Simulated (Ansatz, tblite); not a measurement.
Cost and result up the ladder for Cu2Pd (3 atoms). Charge 0, multiplicity 1. Geometry: PBE0-D4/def2-TZVP.

Cartesian coordinates in Å:
```
Pd 0.9034 0.4096 -1.0124
Cu -1.3257 -0.2844 -0.3059
Cu 0.4223 -0.1252 1.3183
```

Ansatz on 4 threads of Intel Xeon on a shared host; xTB runs through tblite on one thread. Times are rough, summed over both states, and most runs start from the orbitals of an earlier one. RPA@PBE/def2-TZVP serves as the yardstick here, not as an exact answer. The other state is a quintet at its own geometry.

In the def2 sets Pd takes a core potential; there is no spin–orbit coupling. The xTB rows come from tblite. HSE06 is defined as in plane-wave codes, on full-range PBE exchange. Correlated methods freeze 18 core orbitals; core or outer-core shells of Pd are correlated, in sets that lack core-valence functions. HOMO above LUMO, or a gap near zero within one spin, warns that the state may not be the lowest or that an electron is smeared out. The structure comes from a short search, and lower isomers may exist.

Correlated methods converge slowly with the basis.

xTB has no spin-polarisation term.

| level | functions | wall time |
| --- | --- | --- |
| GFN1-xTB | 27 | 0.01 s |
| GFN2-xTB | 27 | 0.011 s |
| LDA (SPW92)/def2-TZVP | 130 | 3.1 s |
| PBE-D4/def2-TZVP | 130 | 4.2 s |
| BLYP-D4/def2-TZVP | 130 | 5 s |
| RPA@PBE/def2-TZVP | 130 | 7.6 s |
| HSE06-D4/def2-TZVP | 130 | 8.8 s |
| r2SCAN-D4/def2-TZVP | 130 | 9 s |
| PBE0-D4/def2-TZVP (with forces) | 130 | 10 s |
| CAM-B3LYP-D4/def2-TZVP | 130 | 13 s |

Question: Estimate what each level gives for the quintet − singlet (eV).

Answer: 
```json
{"level": "GFN1-xTB", "quintet − singlet (eV)": "4.48", "difference from RPA@PBE/def2-TZVP (eV)": "1.97", "remarks": "–"}
{"level": "GFN2-xTB", "quintet − singlet (eV)": "7.48", "difference from RPA@PBE/def2-TZVP (eV)": "4.97", "remarks": "–"}
{"level": "LDA (SPW92)/def2-TZVP", "quintet − singlet (eV)": "3.53", "difference from RPA@PBE/def2-TZVP (eV)": "1.01", "remarks": "gap within one spin near zero (quintet)"}
{"level": "PBE-D4/def2-TZVP", "quintet − singlet (eV)": "3.24", "difference from RPA@PBE/def2-TZVP (eV)": "0.72", "remarks": "–"}
{"level": "BLYP-D4/def2-TZVP", "quintet − singlet (eV)": "3.26", "difference from RPA@PBE/def2-TZVP (eV)": "0.75", "remarks": "–"}
{"level": "RPA@PBE/def2-TZVP", "quintet − singlet (eV)": "2.52", "difference from RPA@PBE/def2-TZVP (eV)": "0.00", "remarks": "–"}
{"level": "HSE06-D4/def2-TZVP", "quintet − singlet (eV)": "3.60", "difference from RPA@PBE/def2-TZVP (eV)": "1.09", "remarks": "–"}
{"level": "r2SCAN-D4/def2-TZVP", "quintet − singlet (eV)": "2.91", "difference from RPA@PBE/def2-TZVP (eV)": "0.39", "remarks": "–"}
{"level": "PBE0-D4/def2-TZVP (with forces)", "quintet − singlet (eV)": "3.61", "difference from RPA@PBE/def2-TZVP (eV)": "1.09", "remarks": "–"}
{"level": "CAM-B3LYP-D4/def2-TZVP", "quintet − singlet (eV)": "3.85", "difference from RPA@PBE/def2-TZVP (eV)": "1.34", "remarks": "–"}
```
